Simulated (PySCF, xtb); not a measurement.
Ge(H)2(OH)2 (GeH4O2), SMILES [OH][GeH2][OH].

GFN2-xTB in xtb 6.7.1 at its own geometry gives an orbital gap of 8.74 eV and a dipole moment of 0.94 D.

Geometry: PBE0-D3(BJ)/def2-TZVP. Other conformers were not sampled.

Q: What does M06-2X/def2-TZVPD in PySCF give? (The exact figures need the calculation; the answer reports its results.)

A: gap 10.50 eV (levels -10.43 and 0.07 eV), dipole 0.08 D.
